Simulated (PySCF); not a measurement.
CH$_{5}$AlO$_{2}$, charge +1, doublet, at a GFN2-xTB geometry (such geometries of metal compounds can be far from the true shape) (a state made from the parent by changing its charge; the spin is typed, not shown lowest); B3LYP/6-31G** run with PySCF.

PySCF was given this input:
```python
from pyscf import gto, scf, dft

mol = gto.M(
    atom='''
Al    0.176190    0.165852    0.012091
C    -1.366116   -1.292596   -0.090206
H    -0.953402   -2.126593   -0.656196
H    -2.074841   -0.656325   -0.625228
H    -1.632320   -1.550040    0.933671
O    -0.339862    1.480498   -0.806676
H    -0.114749    2.364355   -1.094006
O     1.418113   -0.421205    0.862892
H     2.055540   -0.906229    1.376082
''',
    basis='6-31g**',
    charge=1,
    spin=1,
    verbose=4,
)

mf = dft.UKS(mol)
mf.xc = 'b3lyp'
mf.diis = False
mf.max_cycle = 100
mf.kernel()
```

The log (banner, timings and long lists left out):

```
PySCF version 2.14.0

[INPUT] verbose = 4
[INPUT] num. atoms = 9
[INPUT] num. electrons = 39
[INPUT] charge = 1
[INPUT] spin (= nelec alpha-beta = 2S) = 1
[INPUT] symmetry False subgroup None
[INPUT] Mole.unit = angstrom
[INPUT] Symbol           X                Y                Z      unit          X                Y                Z       unit  Magmom
[INPUT]  1 Al     0.176190000000   0.165852000000   0.012091000000 AA    0.332950845887   0.313414857211   0.022848678572 Bohr   0.0
[INPUT]  2 C     -1.366116000000  -1.292596000000  -0.090206000000 AA   -2.581585094386  -2.442652429708  -0.170464634793 Bohr   0.0
[INPUT]  3 H     -0.953402000000  -2.126593000000  -0.656196000000 AA   -1.801668666613  -4.018678348417  -1.240030724035 Bohr   0.0
[INPUT]  4 H     -2.074841000000  -0.656325000000  -0.625228000000 AA   -3.920881242019  -1.240274498705  -1.181509685410 Bohr   0.0
[INPUT]  5 H     -1.632320000000  -1.550040000000   0.933671000000 AA   -3.084637747650  -2.929151082121   1.764382480449 Bohr   0.0
[INPUT]  6 O     -0.339862000000   1.480498000000  -0.806676000000 AA   -0.642246100147   2.797735747966  -1.524396711260 Bohr   0.0
[INPUT]  7 H     -0.114749000000   2.364355000000  -1.094006000000 AA   -0.216844183068   4.467983411246  -2.067371718631 Bohr   0.0
[INPUT]  8 O      1.418113000000  -0.421205000000   0.862892000000 AA    2.679845183685  -0.795962092297   1.630629555078 Bohr   0.0
[INPUT]  9 H      2.055540000000  -0.906229000000   1.376082000000 AA    3.884407638088  -1.712524616138   2.600418104944 Bohr   0.0

nuclear repulsion = 158.958719369139
number of shells = 41
number of NR pGTOs = 167
number of NR cGTOs = 85
basis = 6-31g**
ecp = {}

******** <class 'pyscf.dft.uks.UKS'> ********
method = UKS
initial guess = minao
damping factor = 0
level_shift factor = 0
DIIS disabled
SCF conv_tol = 1e-09
SCF conv_tol_grad = None
SCF max_cycles = 100
direct_scf = True
direct_scf_tol = 1e-13
number electrons alpha = 20  beta = 19
XC library pyscf.dft.libxc version 7.1.2
    S. Lehtola, C. Steigemann, M. J. T. Oliveira, and M. A. L. Marques,  SoftwareX 7, 1–5 (2018)
XC functionals = b3lyp
    P. J. Stephens, F. J. Devlin, C. F. Chabalowski, and M. J. Frisch,  J. Phys. Chem. 98, 11623 (1994)
radial grids:
    Treutler-Ahlrichs [JCP 102, 346 (1995); DOI:10.1063/1.469408] (M4) radial grids

becke partition: Becke, JCP 88, 2547 (1988); DOI:10.1063/1.454033
pruning grids: <function nwchem_prune>
grids dens level: 3
symmetrized grids: False
atomic radii adjust function: <function treutler_atomic_radii_adjust>
small_rho_cutoff = 0
Set gradient conv threshold to 3.16228e-05
tot grids = 110504
init E= -434.168542402481

cycle= 1 E= -433.511149056111  delta_E= 0.657  |g|= 0.786  |ddm|=  1.8

cycle= 2 E= -432.448837262298  delta_E= 1.06  |g|= 1.67  |ddm|= 1.56
cycle= 3 E= -430.744073851161  delta_E=  1.7  |g|= 2.51  |ddm|= 2.63
cycle= 4 E= -407.164625789368  delta_E= 23.6  |g|= 5.07  |ddm|= 9.23
cycle= 5 E= -404.45521461192  delta_E= 2.71  |g|= 4.65  |ddm|= 10.5

cycle= 6 E= -341.419804101965  delta_E=   63  |g|= 7.93  |ddm|= 11.3

cycle= 7 E= -362.44164499992  delta_E=  -21  |g|= 5.15  |ddm|=   12

cycle= 8 E= -326.158128101284  delta_E= 36.3  |g|= 8.58  |ddm|= 12.3
cycle= 9 E= -362.528435484839  delta_E= -36.4  |g|= 5.13  |ddm|= 12.3

cycle= 10 E= -325.245541941001  delta_E= 37.3  |g|= 9.08  |ddm|= 12.3

cycle= 11 E= -362.560188052033  delta_E= -37.3  |g|= 5.12  |ddm|= 12.3

cycle= 12 E= -322.842247172476  delta_E= 39.7  |g|= 9.98  |ddm|= 12.4

cycle= 13 E= -363.167165090789  delta_E= -40.3  |g|= 5.21  |ddm|= 12.2
cycle= 14 E= -314.865781202114  delta_E= 48.3  |g|= 9.28  |ddm|= 12.5
cycle= 15 E= -363.449102744557  delta_E= -48.6  |g|= 5.17  |ddm|= 12.5
cycle= 16 E= -313.064534146267  delta_E= 50.4  |g|= 9.91  |ddm|= 12.6
cycle= 17 E= -363.505555201759  delta_E= -50.4  |g|= 5.16  |ddm|= 12.6
cycle= 18 E= -312.313738042261  delta_E= 51.2  |g|= 10.1  |ddm|= 12.6
cycle= 19 E= -363.523812826417  delta_E= -51.2  |g|= 5.16  |ddm|= 12.6

cycle= 20 E= -311.963571290848  delta_E= 51.6  |g|= 10.2  |ddm|= 12.6
cycle= 21 E= -363.531526453476  delta_E= -51.6  |g|= 5.16  |ddm|= 12.7

cycle= 22 E= -311.786618526213  delta_E= 51.7  |g|= 10.3  |ddm|= 12.7
cycle= 23 E= -363.535267654527  delta_E= -51.7  |g|= 5.16  |ddm|= 12.7

cycle= 24 E= -311.692876927692  delta_E= 51.8  |g|= 10.3  |ddm|= 12.7
cycle= 25 E= -363.537210360699  delta_E= -51.8  |g|= 5.16  |ddm|= 12.7

cycle= 26 E= -311.641899377668  delta_E= 51.9  |g|= 10.3  |ddm|= 12.7
cycle= 27 E= -363.538256434613  delta_E= -51.9  |g|= 5.16  |ddm|= 12.7

cycle= 28 E= -311.613776531803  delta_E= 51.9  |g|= 10.3  |ddm|= 12.7
cycle= 29 E= -363.53883058952  delta_E= -51.9  |g|= 5.16  |ddm|= 12.7

cycle= 30 E= -311.59813838557  delta_E= 51.9  |g|= 10.4  |ddm|= 12.7
cycle= 31 E= -363.539148986078  delta_E= -51.9  |g|= 5.16  |ddm|= 12.7

cycle= 32 E= -311.589404053849  delta_E= 51.9  |g|= 10.4  |ddm|= 12.7
cycle= 33 E= -363.539326553046  delta_E= -51.9  |g|= 5.16  |ddm|= 12.7

cycle= 34 E= -311.584513630171  delta_E=   52  |g|= 10.4  |ddm|= 12.7
cycle= 35 E= -363.539425891683  delta_E=  -52  |g|= 5.16  |ddm|= 12.7

cycle= 36 E= -311.581771651542  delta_E=   52  |g|= 10.4  |ddm|= 12.7
cycle= 37 E= -363.539481563381  delta_E=  -52  |g|= 5.16  |ddm|= 12.7

cycle= 38 E= -311.580233076759  delta_E=   52  |g|= 10.4  |ddm|= 12.7
cycle= 39 E= -363.539512793695  delta_E=  -52  |g|= 5.16  |ddm|= 12.7

cycle= 40 E= -311.579369378054  delta_E=   52  |g|= 10.4  |ddm|= 12.7
cycle= 41 E= -363.539530322689  delta_E=  -52  |g|= 5.16  |ddm|= 12.7

cycle= 42 E= -311.578884411149  delta_E=   52  |g|= 10.4  |ddm|= 12.7
cycle= 43 E= -363.539540164417  delta_E=  -52  |g|= 5.16  |ddm|= 12.7

cycle= 44 E= -311.578612064792  delta_E=   52  |g|= 10.4  |ddm|= 12.7
cycle= 45 E= -363.53954569105  delta_E=  -52  |g|= 5.16  |ddm|= 12.7

cycle= 46 E= -311.578459109499  delta_E=   52  |g|= 10.4  |ddm|= 12.7
cycle= 47 E= -363.539548794841  delta_E=  -52  |g|= 5.16  |ddm|= 12.7

cycle= 48 E= -311.578373202951  delta_E=   52  |g|= 10.4  |ddm|= 12.7
cycle= 49 E= -363.539550538047  delta_E=  -52  |g|= 5.16  |ddm|= 12.7

cycle= 50 E= -311.578324952817  delta_E=   52  |g|= 10.4  |ddm|= 12.7
cycle= 51 E= -363.539551517124  delta_E=  -52  |g|= 5.16  |ddm|= 12.7

cycle= 52 E= -311.578297852341  delta_E=   52  |g|= 10.4  |ddm|= 12.7
cycle= 53 E= -363.539552067036  delta_E=  -52  |g|= 5.16  |ddm|= 12.7

cycle= 54 E= -311.578282630812  delta_E=   52  |g|= 10.4  |ddm|= 12.7
cycle= 55 E= -363.539552375904  delta_E=  -52  |g|= 5.16  |ddm|= 12.7

cycle= 56 E= -311.578274081288  delta_E=   52  |g|= 10.4  |ddm|= 12.7
cycle= 57 E= -363.539552549387  delta_E=  -52  |g|= 5.16  |ddm|= 12.7

cycle= 58 E= -311.578269279243  delta_E=   52  |g|= 10.4  |ddm|= 12.7
cycle= 59 E= -363.539552646826  delta_E=  -52  |g|= 5.16  |ddm|= 12.7

cycle= 60 E= -311.578266582051  delta_E=   52  |g|= 10.4  |ddm|= 12.7
cycle= 61 E= -363.539552701558  delta_E=  -52  |g|= 5.16  |ddm|= 12.7

cycle= 62 E= -311.578265067104  delta_E=   52  |g|= 10.4  |ddm|= 12.7
cycle= 63 E= -363.539552732299  delta_E=  -52  |g|= 5.16  |ddm|= 12.7

cycle= 64 E= -311.578264216197  delta_E=   52  |g|= 10.4  |ddm|= 12.7
cycle= 65 E= -363.539552749561  delta_E=  -52  |g|= 5.16  |ddm|= 12.7

cycle= 66 E= -311.578263738262  delta_E=   52  |g|= 10.4  |ddm|= 12.7
cycle= 67 E= -363.539552759261  delta_E=  -52  |g|= 5.16  |ddm|= 12.7

cycle= 68 E= -311.57826346982  delta_E=   52  |g|= 10.4  |ddm|= 12.7
cycle= 69 E= -363.539552764708  delta_E=  -52  |g|= 5.16  |ddm|= 12.7

cycle= 70 E= -311.578263319038  delta_E=   52  |g|= 10.4  |ddm|= 12.7
cycle= 71 E= -363.539552767771  delta_E=  -52  |g|= 5.16  |ddm|= 12.7

cycle= 72 E= -311.578263234352  delta_E=   52  |g|= 10.4  |ddm|= 12.7
cycle= 73 E= -363.539552769487  delta_E=  -52  |g|= 5.16  |ddm|= 12.7

cycle= 74 E= -311.578263186788  delta_E=   52  |g|= 10.4  |ddm|= 12.7
cycle= 75 E= -363.539552770454  delta_E=  -52  |g|= 5.16  |ddm|= 12.7

cycle= 76 E= -311.57826316007  delta_E=   52  |g|= 10.4  |ddm|= 12.7
cycle= 77 E= -363.539552770994  delta_E=  -52  |g|= 5.16  |ddm|= 12.7

cycle= 78 E= -311.578263145065  delta_E=   52  |g|= 10.4  |ddm|= 12.7
cycle= 79 E= -363.539552771301  delta_E=  -52  |g|= 5.16  |ddm|= 12.7

cycle= 80 E= -311.578263136633  delta_E=   52  |g|= 10.4  |ddm|= 12.7
cycle= 81 E= -363.53955277147  delta_E=  -52  |g|= 5.16  |ddm|= 12.7

cycle= 82 E= -311.578263131897  delta_E=   52  |g|= 10.4  |ddm|= 12.7
cycle= 83 E= -363.539552771567  delta_E=  -52  |g|= 5.16  |ddm|= 12.7

cycle= 84 E= -311.578263129243  delta_E=   52  |g|= 10.4  |ddm|= 12.7
cycle= 85 E= -363.53955277162  delta_E=  -52  |g|= 5.16  |ddm|= 12.7

cycle= 86 E= -311.578263127748  delta_E=   52  |g|= 10.4  |ddm|= 12.7
cycle= 87 E= -363.539552771653  delta_E=  -52  |g|= 5.16  |ddm|= 12.7

cycle= 88 E= -311.578263126909  delta_E=   52  |g|= 10.4  |ddm|= 12.7
cycle= 89 E= -363.539552771671  delta_E=  -52  |g|= 5.16  |ddm|= 12.7

cycle= 90 E= -311.578263126435  delta_E=   52  |g|= 10.4  |ddm|= 12.7
cycle= 91 E= -363.53955277168  delta_E=  -52  |g|= 5.16  |ddm|= 12.7

cycle= 92 E= -311.578263126172  delta_E=   52  |g|= 10.4  |ddm|= 12.7
cycle= 93 E= -363.539552771683  delta_E=  -52  |g|= 5.16  |ddm|= 12.7

cycle= 94 E= -311.578263126024  delta_E=   52  |g|= 10.4  |ddm|= 12.7
cycle= 95 E= -363.539552771686  delta_E=  -52  |g|= 5.16  |ddm|= 12.7

cycle= 96 E= -311.578263125941  delta_E=   52  |g|= 10.4  |ddm|= 12.7
cycle= 97 E= -363.539552771689  delta_E=  -52  |g|= 5.16  |ddm|= 12.7

cycle= 98 E= -311.578263125895  delta_E=   52  |g|= 10.4  |ddm|= 12.7
cycle= 99 E= -363.53955277169  delta_E=  -52  |g|= 5.16  |ddm|= 12.7

cycle= 100 E= -311.578263125869  delta_E=   52  |g|= 10.4  |ddm|= 12.7
SCF not converged.
SCF energy = -311.578263125869 after 100 cycles  <S^2> = 0.75003979  2S+1 = 2.0000398
```

Convergence was not reached.
